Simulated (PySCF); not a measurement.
## Working out the ionisation energy of Cu²⁺

Cu²⁺ [Ar] 3d9 (2D) → Cu³⁺ [Ar] 3d8 (3F). Computed with PySCF 2.14 in aug-cc-pVDZ-DK (7s6p4d2f, 59 functions), with the spin-free X2C one-electron Hamiltonian (Gaussian nucleus). Frozen: [Ar]. Energies in hartree (1 hartree = 27.21139 eV):

| part | Cu²⁺ (lower) | Cu³⁺ (upper) |
| --- | --- | --- |
| UHF | -1652.275260 | -1651.018357 |
| CCSD correlation | -0.274562 | -0.197371 |
| (T) | -0.004158 | -0.001801 |

Q: What does Hartree-Fock give?

A: (-1651.018357) − (-1652.275260) = 1.256903 hartree = 34.202 eV.

Q: What do CCSD and CCSD(T) give?

A: The CCSD correlation energies differ by 0.077191 hartree = 2.100 eV and the triples by 0.002357 hartree = 0.064 eV, so CCSD gives 36.302 eV and CCSD(T) 36.366 eV.

Reference: 36.841 ± 0.012 eV (measured; NIST Atomic Spectra Database, ionization energies), between the lowest levels; spin-orbit coupling is absent from the calculation.

A double-zeta basis recovers only part of the correlation energy.

What remains against the reference includes basis incompleteness, the frozen core and higher excitations.
